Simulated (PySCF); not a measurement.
Si(F)(Cl)(Br)(NH2) (BrClFH2NSi), SMILES N[Si](F)(Cl)Br.

Coordinates come from a ωB97X-D3(BJ)/def2-SVP optimisation. The structure was generated by enumeration, and PubChem lists no compound with its InChIKey, so it may never have been made. One conformer was computed; it need not be the lowest.

All values below come from TDDFT-PBE0/def2-SVPD run with PySCF.

Vertical excitations. 

```json
[
 {"state": "S1", "energy (eV)": "6.87", "λ (nm)": "181", "f": "0.015", "main pairs": "HOMO→LUMO 97 %"},
 {"state": "S2", "energy (eV)": "7.30", "λ (nm)": "170", "f": "0.052", "main pairs": "HOMO−1→LUMO 91 %"},
 {"state": "S3", "energy (eV)": "7.40", "λ (nm)": "168", "f": "0.024", "main pairs": "HOMO−2→LUMO 48 %, HOMO→LUMO+1 47 %"},
 {"state": "S4", "energy (eV)": "7.57", "λ (nm)": "164", "f": "0.001", "main pairs": "HOMO→LUMO+1 47 %, HOMO−2→LUMO 44 %"},
 {"state": "S5", "energy (eV)": "7.82", "λ (nm)": "159", "f": "0.001", "main pairs": "HOMO→LUMO+2 85 %"},
 {"state": "S6", "energy (eV)": "8.20", "λ (nm)": "151", "f": "0.009", "main pairs": "HOMO−1→LUMO+1 73 %"},
 {"state": "S7", "energy (eV)": "8.30", "λ (nm)": "149", "f": "0.031", "main pairs": "HOMO−2→LUMO+1 68 %"},
 {"state": "S8", "energy (eV)": "8.36", "λ (nm)": "148", "f": "0.042", "main pairs": "HOMO−3→LUMO 67 %"},
 {"state": "S9", "energy (eV)": "8.42", "λ (nm)": "147", "f": "0.049", "main pairs": "HOMO−4→LUMO 71 %"},
 {"state": "S10", "energy (eV)": "8.58", "λ (nm)": "145", "f": "0.003", "main pairs": "HOMO−1→LUMO+2 59 %, HOMO→LUMO+3 10 %, HOMO−3→LUMO 10 %"},
 {"state": "T1", "energy (eV)": "6.49", "λ (nm)": "191", "f": "0", "main pairs": "HOMO→LUMO 89 %"},
 {"state": "T2", "energy (eV)": "6.79", "λ (nm)": "182", "f": "0", "main pairs": "HOMO−1→LUMO 80 %, HOMO−1→LUMO+1 13 %"},
 {"state": "T3", "energy (eV)": "6.91", "λ (nm)": "180", "f": "0", "main pairs": "HOMO−2→LUMO 56 %, HOMO→LUMO+1 34 %"},
 {"state": "T4", "energy (eV)": "7.32", "λ (nm)": "169", "f": "0", "main pairs": "HOMO→LUMO+1 53 %, HOMO−2→LUMO 25 %, HOMO−2→LUMO+1 8 %"}
]
```
Triplets are in the Tamm–Dancoff approximation, which puts them higher than full response would, so one can lie above its singlet here.
